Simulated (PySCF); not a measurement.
# Radial density of Si²⁺ (silicon, charge +2)

PBEsol, [Ne] 3d2, high-spin 3F determinant (an excited configuration). Computed with PySCF 2.14 in aug-cc-pwCVDZ, with no relativity, point nucleus.

```
r (bohr)  4πr²ρ (e/bohr)  4πr²(ρα − ρβ)
 0.00161         0.05462         0.0000
 0.00271          0.1503         0.0000
 0.00456          0.4029         0.0000
 0.00768           1.046        -0.0001
  0.0129           2.556        -0.0002
  0.0217           5.664        -0.0004
  0.0365           10.63        -0.0008
  0.0614           15.21        -0.0012
   0.103           14.40        -0.0020
   0.174           9.866        -0.0056
   0.292           12.08        -0.0103
   0.492           13.32         0.0114
   0.827           4.929         0.1043
    1.39          0.6303         0.2880
    2.34          0.8938         0.8912
    3.94          0.2823         0.2823
    6.62         0.01773         0.0177
```

The outer electron is Rydberg-like, and this basis confines it to a smaller radius and binds it less than a complete one would.

(1) Where is the radial spin density 4πr²(ρα − ρβ) most negative, and why is it negative at all?

## Answers

(1) Around r = 0.292 bohr, down to -0.0103 e/bohr: exchange with the open shell polarises the paired shells in an unrestricted calculation.
